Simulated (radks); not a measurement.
The numbers below are computed, except where a source is named.
Q: These are the eigenvalues of the occupied orbitals of an atom or ion with whole-number occupations (eV). Level of theory: Dirac Kohn-Sham, exchange-only PBE, spin-unpolarised, spherical densities, finite nucleus; Fermi nuclear charge, rms radius of each element as measured or else 0.836 A^(1/3) + 0.57 fm (a radial shooting solver on a logarithmic mesh with Libxc functionals).

orbital  eigenvalue
1s1/2     -63144.29
2s1/2     -10741.86
2p1/2     -10254.42
2p3/2     -9136.862
3s1/2     -2433.388
3p1/2     -2217.389
3p3/2     -1979.032
3d3/2     -1611.794
3d5/2     -1559.746
4s1/2     -483.4958
4p1/2     -395.4937
4p3/2     -341.2362
4d3/2     -196.4359
4d5/2     -186.5303
5s1/2      -59.9846
5p1/2      -35.6990
5p3/2      -28.8383
4f5/2       -9.4827
4f7/2       -7.9616
6s1/2       -4.0743
5d3/2       -1.3022
5d5/2       -1.0072

Which element is it, and in what charge state? The configuration may be excited. Open shells, if any, are shared by 2j + 1.

A: Z = 71, lutetium, charge 0: Lu in [Xe] 4f14 5d1 6s2. The list shows which subshells hold electrons but not how many an open one holds; the 1s level, -2320.5 hartree, gives Z - s = 68.1 by -(Z - s)^2/2, which with screening and relativity narrows Z to a few neighbours, and the depths of the outer levels then fix element, charge and occupations together.
